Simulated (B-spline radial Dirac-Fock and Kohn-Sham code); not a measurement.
Z = 67 (holmium), transition energy 17.4 keV. Level of theory: a Dirac-Hartree-Slater potential of the neutral atom with a Latter tail (no hole, which puts coefficients of high multipoles low close above an edge), finite nucleus with surface currents; a B-spline atomic structure program. The K shell is not open to conversion at this energy. Subshells that would emit electrons below 1 keV are left out.

Question: A pure transition shows α(L) = 57.1, L1/L2 = 10.3 and L1/L3 = 61.7. What is its multipolarity?
A. E2
B. E4
C. E1
D. M3
E. M1
F. M2
G. E3
H. M4

Answer: E. For comparison, α(L), L1/L2, L1/L3 are E1 5.43, 0.910, 0.594; E2 6890, 0.0166, 0.0122; E3 1.07e+06, 0.0129, 0.00939; E4 5.42e+07, 0.00895, 0.00621; M2 12700, 19.0, 1.67; M3 3.02e+06, 22.5, 0.123; M4 2.85e+08, 20.6, 0.0294.

Values without a named source are computed, but for edge energies of neutral atoms, which are taken from tables.
